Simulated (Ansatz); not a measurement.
Computed with Ansatz on PBE0-D4/def2-TZVP structures; ΔE is electronic, products minus reactants. CCSD(T)/CBS is the MP2 limit (def2-TZVPP, def2-QZVPP) plus CCSD(T) − MP2 in def2-TZVPP, frozen cores. For Ga, Ge outer-core shells are correlated without core-valence functions, which leaves a few kJ/mol of doubt a bond. Scalar relativity is left out up to krypton. Each species was taken in one conformer, which may not be the lowest.

Consider the redistribution: `N=[C](O)[GaH2]` + `O[SiH]([SiH3])[GeH3]` → `O[SiH]([SiH3])[GaH2]` + `N=[C](O)[GeH3]`.

| species | SCS-MP2/def2-QZVPP energy (Eh) |
| --- | --- |
| `N=[C](O)[GaH2]` | -2093.91412 |
| `O[SiH]([SiH3])[GeH3]` | -2733.94244 |
| `O[SiH]([SiH3])[GaH2]` | -2581.17266 |
| `N=[C](O)[GeH3]` | -2246.67891 |

(1) Work out ΔE.

Largest T1 diagnostic among the species: 0.015.

Results:

(1) ΔE = (-2581.17266) + (-2246.67891) − (-2093.91412) − (-2733.94244) = 0.00499 Eh = +13.1 kJ/mol. CCSD(T)/CBS gives +12.9 kJ/mol.
